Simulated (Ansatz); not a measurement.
The first iterations of a band of C$_{2}$H$_{6}$B$_{2}$O (11 atoms, charge 0, multiplicity 1).

Theory: RKS PBE-D4/6-31G* in Ansatz.

```yaml
movable_images: 4
climbing_image: no
spring: 5.0 eV/Å²
optimiser: quadratic models (default)
start_path: IDPP
force_threshold: 0.05 eV/Å
iteration_limit: 60
end_points: relaxed
```

Image 0:

```xyz
11
Properties=species:S:1:pos:R:3
B -1.485 -0.050 -0.021
C 0.034 -0.107 0.265
C 0.440 -0.568 1.484
B 1.127 0.338 -0.777
O 0.797 0.810 -2.013
H -1.917 0.352 -1.084
H -2.290 -0.404 0.807
H 1.503 -0.636 1.758
H -0.275 -0.893 2.254
H 2.311 0.284 -0.533
H -0.180 0.818 -2.121
```

Image 5:

```xyz
11
Properties=species:S:1:pos:R:3
B -1.484 -0.051 -0.021
C 0.034 -0.108 0.265
C 0.439 -0.567 1.485
B 1.127 0.338 -0.777
O 0.796 0.810 -2.013
H -2.290 -0.404 0.806
H -1.917 0.351 -1.084
H 1.503 -0.635 1.760
H -0.275 -0.892 2.254
H 2.312 0.283 -0.534
H -0.181 0.818 -2.121
```

| iteration | highest image above the first end (eV) | largest band force component (eV/Å) |
| --- | --- | --- |
| 1 | 0.357 | 0.683 |
| 2 | 0.334 | 0.703 |

Q: Does the band converge within its limit, and where does its top end?

A: It converged. It ended after 6 iterations with the highest image 0.263 eV above the first end. No image climbed, so the highest image needn't sit at the top of the path.

Run time: 83 s on 1 thread of Arm Neoverse V1 (shared host), peak memory 0.12 GiB.
